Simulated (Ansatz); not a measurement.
The cluster Li₂Si₂⁺. Total charge 1; doublet. Geometry PBE0-D4/def2-TZVP.

```csv
atom,x (Å),y (Å),z (Å)
Li1,-0.5772,2.6899,0.9999
Li2,-0.6314,-1.4569,-1.6730
Si3,0.1042,0.3460,0.3429
Si4,1.1044,-1.5790,0.3302
```

Another isomer (doublet) lies 0.27 eV lower at PBE0-D4/def2-TZVP; other spin states weren't run for this one.

(1) Estimate the α-spin orbital energies around the gap (eV) in Ansatz with LDA (SPW92)/def2-TZVP, PBE-D4/def2-TZVP, r2SCAN-D4/def2-TZVP, PBE0-D4/def2-TZVP, ωB97M-V/def2-TZVP.

Results:

(1) 
| orbital | LDA (SPW92)/def2-TZVP | PBE-D4/def2-TZVP | r2SCAN-D4/def2-TZVP | PBE0-D4/def2-TZVP | ωB97M-V/def2-TZVP |
| --- | --- | --- | --- | --- | --- |
| HOMO−5 | -55.38 | -56.15 | -57.77 | -60.22 | -62.98 |
| HOMO−4 | -16.49 | -16.42 | -16.95 | -18.19 | -20.67 |
| HOMO−3 | -12.65 | -12.56 | -12.80 | -13.77 | -15.98 |
| HOMO−2 | -9.37 | -9.25 | -9.48 | -10.05 | -11.80 |
| HOMO−1 | -9.16 | -9.18 | -9.34 | -10.00 | -11.59 |
| HOMO | -8.97 | -8.86 | -8.93 | -9.75 | -11.51 |
| LUMO | -6.64 | -6.51 | -6.32 | -5.83 | -4.18 |
| LUMO+1 | -6.35 | -6.31 | -6.23 | -5.61 | -3.97 |
| LUMO+2 | -5.14 | -5.22 | -4.27 | -4.66 | -3.75 |
| LUMO+3 | -5.02 | -5.05 | -4.24 | -4.48 | -3.68 |
| LUMO+4 | -4.00 | -3.95 | -3.20 | -3.31 | -2.21 |
| LUMO+5 | -3.94 | -3.87 | -3.19 | -3.24 | -1.99 |
| β HOMO | -8.78 | -8.71 | -8.82 | -9.61 | -11.40 |
| β LUMO | -8.44 | -8.10 | -7.78 | -7.19 | -5.39 |
